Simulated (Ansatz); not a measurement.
Gas-phase electronic energies from Ansatz, PBE0-D4/def2-TZVP geometries. CCSD(T)/CBS adds triple-zeta CCSD(T) − MP2 to the extrapolated MP2 energy (def2 sets, frozen cores). This one scheme is used for every species. Functionals use def2-TZVPP. B3LYP here is the variant with VWN-RPA as its local correlation; programs differ in this. HSE06 is defined as in plane-wave codes. Elements past krypton have def2 core potentials. For Ga, Te outer-core shells are correlated without core-valence functions, which leaves a few kJ/mol of doubt a bond. Scalar relativity is left out up to krypton. One conformer a species, not always the lowest.

Reaction (formal exchange of groups at a Ga–B bond): `C[B]([GaH2])[TeH]` + `C=C=N` → `N=C=[CH][GaH2]` + `CB[TeH]`

`C[B]([GaH2])[TeH]`:

Cartesian coordinates in Å:
```
C -1.213 -0.321 -0.494
B 0.286 -0.029 -0.141
Ga 0.868 0.795 1.686
Te 1.840 -0.467 -1.524
H -1.799 0.603 -0.424
H -1.647 -0.994 0.255
H -1.383 -0.757 -1.481
H 1.189 -0.103 2.943
H 0.995 2.352 1.906
H 0.864 -1.078 -2.726
```

`C=C=N`:

```xyz
6

C     0.589    0.706   -0.312
C    -0.084   -0.315    0.147
N    -0.608   -1.314    0.603
H     0.903    0.730   -1.346
H     0.826    1.537    0.338
H    -1.625   -1.344    0.570
```

`N=C=[CH][GaH2]`:

```xyz
8

N    -0.521    2.193    0.125
C     0.104    1.155    0.202
C     0.768    0.029    0.142
Ga   -0.139   -1.567   -0.460
H    -1.050    2.511    0.929
H     1.812    0.033    0.436
H     0.677   -2.900   -0.534
H    -1.652   -1.454   -0.841
```

`CB[TeH]`:

```xyz
8

C    -0.172    0.773   -0.539
B     0.516    0.013    0.630
Te    0.214   -2.027    1.120
H    -0.716    1.636   -0.135
H     0.597    1.202   -1.194
H    -0.858    0.184   -1.147
H     1.293    0.555    1.361
H    -0.875   -2.337   -0.095
```

```json
{"level": "LDA (SPW92)", "ΔE (kcal/mol)": "-11.7", "difference from CCSD(T)/CBS": "-0.2"}
{"level": "PBE-D4", "ΔE (kcal/mol)": "-10.7", "difference from CCSD(T)/CBS": "0.8"}
{"level": "revPBE-D4", "ΔE (kcal/mol)": "-10.7", "difference from CCSD(T)/CBS": "0.8"}
{"level": "BLYP-D4", "ΔE (kcal/mol)": "-11.6", "difference from CCSD(T)/CBS": "-0.1"}
{"level": "r2SCAN-D4", "ΔE (kcal/mol)": "-12.9", "difference from CCSD(T)/CBS": "-1.4"}
{"level": "B3LYP-D4", "ΔE (kcal/mol)": "-12.0", "difference from CCSD(T)/CBS": "-0.5"}
{"level": "r2SCANh-D4", "ΔE (kcal/mol)": "-12.9", "difference from CCSD(T)/CBS": "-1.4"}
{"level": "r2SCAN0-D4", "ΔE (kcal/mol)": "-12.9", "difference from CCSD(T)/CBS": "-1.4"}
{"level": "HSE06-D4", "ΔE (kcal/mol)": "-11.3", "difference from CCSD(T)/CBS": "0.2"}
{"level": "BHLYP-D4", "ΔE (kcal/mol)": "-12.3", "difference from CCSD(T)/CBS": "-0.8"}
{"level": "CAM-B3LYP-D4", "ΔE (kcal/mol)": "-12.6", "difference from CCSD(T)/CBS": "-1.1"}
{"level": "ωB97X-V", "ΔE (kcal/mol)": "-12.3", "difference from CCSD(T)/CBS": "-0.8"}
{"level": "ωB97M-V", "ΔE (kcal/mol)": "-12.4", "difference from CCSD(T)/CBS": "-0.9"}
{"level": "B2PLYP", "ΔE (kcal/mol)": "-13.5", "difference from CCSD(T)/CBS": "-2.0"}
{"level": "PBE-QIDH", "ΔE (kcal/mol)": "-13.0", "difference from CCSD(T)/CBS": "-1.5"}
{"level": "revPBE", "ΔE (kcal/mol)": "-11.1", "difference from CCSD(T)/CBS": "0.4"}
{"level": "BLYP", "ΔE (kcal/mol)": "-12.6", "difference from CCSD(T)/CBS": "-1.1"}
{"level": "r2SCAN", "ΔE (kcal/mol)": "-13.0", "difference from CCSD(T)/CBS": "-1.5"}
{"level": "PBE0", "ΔE (kcal/mol)": "-11.8", "difference from CCSD(T)/CBS": "-0.3"}
{"level": "B3LYP", "ΔE (kcal/mol)": "-12.9", "difference from CCSD(T)/CBS": "-1.4"}
{"level": "r2SCAN0", "ΔE (kcal/mol)": "-13.1", "difference from CCSD(T)/CBS": "-1.6"}
{"level": "HSE06", "ΔE (kcal/mol)": "-11.8", "difference from CCSD(T)/CBS": "-0.3"}
{"level": "BHLYP", "ΔE (kcal/mol)": "-13.8", "difference from CCSD(T)/CBS": "-2.3"}
{"level": "CAM-B3LYP", "ΔE (kcal/mol)": "-13.3", "difference from CCSD(T)/CBS": "-1.8"}
{"level": "LC-ωPBE", "ΔE (kcal/mol)": "-11.8", "difference from CCSD(T)/CBS": "-0.3"}
{"level": "RPA@PBE/def2-TZVPP", "ΔE (kcal/mol)": "-12.0", "difference from CCSD(T)/CBS": "-0.5"}
{"level": "MP2/def2-SVP", "ΔE (kcal/mol)": "-14.9", "difference from CCSD(T)/CBS": "-3.4"}
{"level": "CCSD/def2-SVP", "ΔE (kcal/mol)": "-12.4", "difference from CCSD(T)/CBS": "-0.9"}
{"level": "CCSD(T)/def2-SVP", "ΔE (kcal/mol)": "-12.6", "difference from CCSD(T)/CBS": "-1.1"}
{"level": "HF/def2-TZVPP", "ΔE (kcal/mol)": "-15.0", "difference from CCSD(T)/CBS": "-3.5"}
{"level": "MP2/def2-TZVPP", "ΔE (kcal/mol)": "-14.2", "difference from CCSD(T)/CBS": "-2.7"}
{"level": "SCS-MP2/def2-TZVPP", "ΔE (kcal/mol)": "-13.8", "difference from CCSD(T)/CBS": "-2.3"}
{"level": "CCSD/def2-TZVPP", "ΔE (kcal/mol)": "-12.1", "difference from CCSD(T)/CBS": "-0.6"}
{"level": "CCSD(T)/def2-TZVPP", "ΔE (kcal/mol)": "-12.1", "difference from CCSD(T)/CBS": "-0.6"}
{"level": "HF/def2-QZVPP", "ΔE (kcal/mol)": "-15.2", "difference from CCSD(T)/CBS": "-3.7"}
{"level": "MP2/def2-QZVPP", "ΔE (kcal/mol)": "-13.9", "difference from CCSD(T)/CBS": "-2.4"}
{"level": "SCS-MP2/def2-QZVPP", "ΔE (kcal/mol)": "-13.5", "difference from CCSD(T)/CBS": "-2.0"}
{"level": "HF/CBS(def2)", "ΔE (kcal/mol)": "-15.2", "difference from CCSD(T)/CBS": "-3.7"}
{"level": "MP2/CBS(def2)", "ΔE (kcal/mol)": "-13.5", "difference from CCSD(T)/CBS": "-2.0"}
{"level": "CCSD/CBS(def2)", "ΔE (kcal/mol)": "-11.4", "difference from CCSD(T)/CBS": "0.1"}
{"level": "CCSD(T)/CBS", "ΔE (kcal/mol)": "-11.5", "difference from CCSD(T)/CBS": "0"}
```

Largest T1 diagnostic among the species: 0.015.

In def2-TZVPP, CCSD(T) changes the Hartree–Fock value by +2.9 kcal/mol (the triples alone add −0.0 kcal/mol) and MP2 by +0.8 kcal/mol. The D4 term adds +1.0 kcal/mol with B3LYP and +0.5 kcal/mol with PBE0; it sums over pairs of atoms, weighted by their polarisabilities, and B3LYP, whose exchange is more repulsive, gets the larger term. Leaving LDA and LC-ωPBE aside and taking each functional with its dispersion term where it has one, the values spread over 2.8 kcal/mol, from B2PLYP to PBE-D4.
